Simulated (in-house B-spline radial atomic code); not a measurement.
**Removing one electron from Nd⁵⁶⁺**

Closed shell [He] 2s2. Computed with an all-electron radial atomic-structure program (B-spline basis): Koopmans values of Dirac-Hartree-Fock plus a diagonal self-energy, in second order or with its direct term screened (direct RPA, with the hole-particle interaction, or full time-dependent Hartree-Fock), linearised in energy; no-pair Dirac-Coulomb Hamiltonian, finite nucleus. Shifts add to the Koopmans value (the ΔSCF shift is orbital relaxation alone); the final value takes TDHF screening with Breit and QED.

Command:
```bash
python run_mb.py task.json out
```
Settings (nuclear radius in fm, box in bohr, cutoff in hartree):
```
basis_form          2
Z                   60
core_configuration  [He] 2s2
rms_radius          4.9123
mass_number         142
speed_of_light      137.036
box_radius          2.346
lmax                7
intervals           56
virtual_cutoff      14400.0
```

Cost of the run: 0.7 s on 1 thread of Arm Neoverse V2, with other jobs on the host.

Energies in eV:

| subshell | Koopmans | ΔSCF shift | second order | direct RPA | hole-particle | TDHF | Breit + QED | final |
| --- | --- | --- | --- | --- | --- | --- | --- | --- |
| 2s1/2 | 12100.29 | -0.330 | ? | ? | ? | ? | ? | ? |

**Question.** What does the self-energy do to 2s1/2?

**Answer.** It shifts the removal energy by 5.962 eV in second order, 4.109 with direct RPA, 5.249 with the hole-particle term and 5.785 with TDHF screening (quasi-particle weight 0.993); Breit and QED add -18.473 eV. The final value is 12087.60 eV, against 12082 ± 5 eV (NIST, tabulated theory).
